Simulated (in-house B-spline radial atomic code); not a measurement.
## Ionising Tc35+ with different functionals

Computed with a B-spline radial code for spherical atoms: scalar-relativistic (spin-free X2C) Hamiltonian, Fermi nucleus of rms radius 4.41117 fm, spin-polarised at highest spin, spherical fractional occupations for the functionals. The ionisation energy is the difference of two self-consistent energies, [He] 2s2 2p4 → [He] 2s2 2p3, without Breit or QED terms; ε is the level of the shell that loses the electron (its least bound occupied spin orbital). There is no spin-orbit coupling in this Hamiltonian.

Hybrids are left out here: with spherical fractional occupations of an open shell their exact exchange keeps a self-interaction that integer-occupation calculations don't have.

```
 method      rung  ΔSCF (eV)  -ε(2p) (eV)
   BLYP       GGA     4888.2       4803.0
   RPBE       GGA          ?            ?
   BP86       GGA     4888.9       4803.7
revTPSS  meta-GGA     4884.3       4800.8
   TPSS  meta-GGA          ?            ?
```

What does TPSS give?

ΔSCF 4886.5 eV, and -ε(2p) = 4802.8 eV.

What does RPBE give?

ΔSCF 4886.6 eV, and -ε(2p) = 4801.8 eV.

Among the functionals, which spreads more, the ΔSCF values or the orbital energies?

The ΔSCF values: ΔSCF values span about 4.6 eV and the orbital energies 3.0 eV.

How do they compare with the NIST value?

NIST lists 4874 eV ± 10 (semi-empirical, ground level to ground level). Errors run from +10.3 to +14.9 eV; all lie within about twice that uncertainty, so the table can't rank the methods.
